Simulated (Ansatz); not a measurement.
The cluster Si₄H₈. Total charge 0; singlet. Geometry r2SCAN-D4/def2-SVP.

```tsv
atom	x (Å)	y (Å)	z (Å)
Si1	0.218	-1.541	-0.547
Si2	-0.650	1.289	0.799
Si3	1.156	-0.197	1.159
Si4	-0.726	0.449	-1.411
H5	-2.024	0.402	-2.152
H6	1.394	-0.771	2.519
H7	-1.849	0.805	1.557
H8	-0.867	-2.394	0.037
H9	-0.472	2.755	1.036
H10	0.296	1.160	-2.245
H11	2.420	0.430	0.655
H12	1.104	-2.385	-1.407
```

The structure comes from a short search, and lower isomers may exist.

Q: Estimate the orbital energies around the gap (eV) in Ansatz with LDA (SPW92)/def2-TZVP, PBE-D4/def2-TZVP, PBE-D4/def2-TZVPD, B97M-V/def2-TZVP, PBE0-D4/def2-SVP.

A: 
```tsv
orbital	LDA (SPW92)/def2-TZVP	PBE-D4/def2-TZVP	PBE-D4/def2-TZVPD	B97M-V/def2-TZVP	PBE0-D4/def2-SVP
HOMO−5	-8.50	-8.49	-8.50	-8.90	-9.83
HOMO−4	-8.50	-8.49	-8.50	-8.90	-9.83
HOMO−3	-7.96	-7.96	-7.97	-8.38	-9.22
HOMO−2	-6.87	-6.81	-6.82	-7.19	-7.95
HOMO−1	-6.87	-6.81	-6.82	-7.19	-7.94
HOMO	-6.57	-6.46	-6.47	-6.77	-7.50
LUMO	-1.98	-1.87	-1.92	-1.90	-1.00
LUMO+1	-1.37	-1.16	-1.27	-1.08	-0.03
LUMO+2	-1.37	-1.16	-1.26	-1.08	-0.03
LUMO+3	-0.94	-0.81	-0.95	-0.88	0.32
LUMO+4	-0.11	0.11	-0.20	0.13	1.26
LUMO+5	-0.07	0.11	-0.11	0.13	1.45
```
